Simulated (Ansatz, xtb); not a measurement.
**Relaxing a trial structure of BFSi2**

The starting geometry of this gas-phase singlet has its atoms placed at random.

```
atom    x (Å)    y (Å)    z (Å)
   B   1.4733  -1.1080   0.2269
   F   1.1093  -0.3059   1.0758
  Si  -1.4779   0.3986   0.1564
  Si  -0.3738  -1.1659  -0.2171
```

Guess where an optimisation with r2SCAN-D4/def2-SVP ends from this start.

It ends as a structure given below by its coordinates. Distances that change by over a tenth: Si3–Si4 (1.95 → 2.20 Å). Contacts that close: B1–Si3 (3.31 → 2.22 Å).

The energy falls by 5.08 eV over 12 steps:

```tsv
step	E − E(last) (eV)
1	5.079
2	3.899
3	3.584
5	1.949
6	1.187
7	0.514
8	0.105
10	0.002
11	0.000
12	0.000
```

Final geometry (Å):

```xyz
4

B     0.7207   -0.7338    0.4858
F     1.7033   -0.2686    1.1921
Si   -1.1446    0.4165    0.1149
Si   -0.5484   -1.5954   -0.5507
```

From the same start GFN2-xTB ends elsewhere, differing in B1–Si3 (3.94 against 2.22 Å here).

From so rough a start the end depends on the optimiser's path, so another program may land elsewhere. The end wasn't checked by frequencies. Run with Ansatz 0.2.0, 25 s on 1 thread of Intel(R) Xeon(R) Platinum 8259CL CPU @ 2.50GHz (Skylake/Cascade Lake), with other jobs on the host.
